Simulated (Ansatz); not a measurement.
System: sum formula H₇Si₃O (charge 0, doublet). It need not be the lowest isomer of its formula. 
Geometry from a B3LYP-D3(BJ)/def2-TZVP (Ansatz, an electronic-structure program) optimisation:
```
Si
O 1 1.6697
H 2 0.9616 1 117.87
Si 1 2.3411 2 107.34 3 170.52
H 4 1.4824 1 110.52 2 62.71
H 4 1.4838 5 108.98 1 -117.39
H 4 1.4856 5 108.54 6 -118.37
Si 1 2.3507 2 112.73 3 42.98
H 8 1.4830 1 108.30 2 -174.98
H 8 1.4857 9 108.80 1 -118.74
H 8 1.4870 9 108.81 10 -117.09
```
Charge 0, spin multiplicity 2.

Dipole moments at this geometry, in debye (magnitudes).

| level | program | dipole (D) |
|---|---|---|
| BLYP/def2-TZVPD | Ansatz | 1.15 |
| revPBE/def2-TZVPD | Ansatz | 1.14 |
| r2SCAN/def2-TZVPD | Ansatz | 1.16 |
| B97M-V/def2-TZVPD | Ansatz | 1.24 |
| B3LYP/def2-TZVPD | Ansatz | 1.15 |
| PBE0/def2-TZVPD | Ansatz | 1.14 |
| r2SCANh/def2-TZVPD | Ansatz | ___ |
| r2SCAN0/def2-TZVPD | Ansatz | 1.17 |
| CAM-B3LYP/def2-TZVPD | Ansatz | 1.16 |
| LC-wPBE/def2-TZVPD | Ansatz | 1.16 |
| wB97M-V/def2-TZVPD | Ansatz | 1.17 |
| wB97X-V/def2-TZVPD | Ansatz | 1.15 |
| CCSD(T)/aug-cc-pV(D+d)Z | Ansatz | ___ |

Q: Complete the blanks.

A: 
- r2SCANh/def2-TZVPD, dipole (D): 1.17
- CCSD(T)/aug-cc-pV(D+d)Z, dipole (D): 1.13
